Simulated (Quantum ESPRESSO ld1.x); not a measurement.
Values are calculated unless marked as measured or tabulated.
Charge is removed step by step from the 3s level of the strontium ion Sr3+, starting from [Ar] 3d10 4s2 4p5. Code: ld1.x of Quantum ESPRESSO 7.5. Model: scalar-relativistic Kohn-Sham, relativistic LDA (MacDonald-Vosko exchange, VWN5 correlation), spin-unpolarised, spherical densities, point nucleus.

removed (e) = 0: E - E(0) (eV) 0.000; eigenvalue (eV) -362.27; E minus straight line (eV) 0.000
removed (e) = 0.1: E - E(0) (eV) 36.379; eigenvalue (eV) -365.56; E minus straight line (eV) -1.504
removed (e) = 0.2: E - E(0) (eV) 73.088; eigenvalue (eV) -368.87; E minus straight line (eV) -2.678
removed (e) = 0.3: E - E(0) (eV) 110.13; eigenvalue (eV) -372.19; E minus straight line (eV) -3.521
removed (e) = 0.4: E - E(0) (eV) 147.50; eigenvalue (eV) -375.53; E minus straight line (eV) -4.030
removed (e) = 0.5: E - E(0) (eV) 185.21; eigenvalue (eV) -378.89; E minus straight line (eV) -4.205
removed (e) = 0.6: E - E(0) (eV) 223.25; eigenvalue (eV) -382.26; E minus straight line (eV) -4.043
removed (e) = 0.7: E - E(0) (eV) 261.64; eigenvalue (eV) -385.65; E minus straight line (eV) -3.543
removed (e) = 0.8: E - E(0) (eV) 300.36; eigenvalue (eV) -389.05; E minus straight line (eV) -2.704
removed (e) = 0.9: E - E(0) (eV) 339.42; eigenvalue (eV) -392.47; E minus straight line (eV) -1.523
removed (e) = 1: E - E(0) (eV) 378.83; eigenvalue (eV) -395.91; E minus straight line (eV) 0.000

Removing the whole electron costs 378.83 eV by Delta-SCF, against 362.27 eV from minus the eigenvalue at the starting occupation. Slater's transition state (half an electron removed) gives 378.89 eV. Integrating minus the eigenvalue over the occupation (Janak's theorem) gives 378.95 eV. In this scalar-relativistic scheme the density is built from large components alone, so the theorem holds only approximately. The mean slope of the eigenvalue, de/dn, is 33.6 eV per electron.
